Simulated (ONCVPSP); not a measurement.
Configuration tests for B (ONCV)

- Element: B (Z = 5)
- Generator: ONCVPSP 4.0.1
- Type: optimised norm-conserving Vanderbilt (ONCV)
- Functional: PBE
- Relativity: scalar-relativistic
- Frozen core: [He]
- Valence charge: 3
- Reference configuration: 2s2 2p1
- Partial waves: 2s: rc 1.25 bohr, ncon 4, nbas 8, qcut 5.1 1/bohr, 2 projectors, debl 2.2 Ha; 2p: rc 3.10 bohr, ncon 5, nbas 8, qcut 5.3 1/bohr, 2 projectors, debl 2.2 Ha; d scattering state at 0.45 Ha: rc 3.05 bohr, ncon 4, nbas 7, qcut 3.6 1/bohr, 2 projectors, debl 2.6 Ha
- Local potential: polynomial inside 1.00 bohr (lpopt 5, dvloc0 0 Ha)
- Core correction: none

Energies are relative to the spin-unpolarised reference configuration 2s2 2p1; without spin polarisation the order of configurations can differ from experiment.

```csv
valence configuration,charge,ΔE all-electron (eV),error AE − PS (meV)
2s2 2p0,+1,8.220,+61
2s1 2p0,+2,33.642,+212
2s2 2p0.5,+0.5,2.887,+8.7
2s1 2p1,+1,14.361,-25
```

Levels in the configuration 2s1 2p1:

```json
{"level": "2s", "all-electron (eV)": "-19.592", "pseudo (eV)": "-19.651"}
{"level": "2p", "all-electron (eV)": "-13.457", "pseudo (eV)": "-13.426"}
```
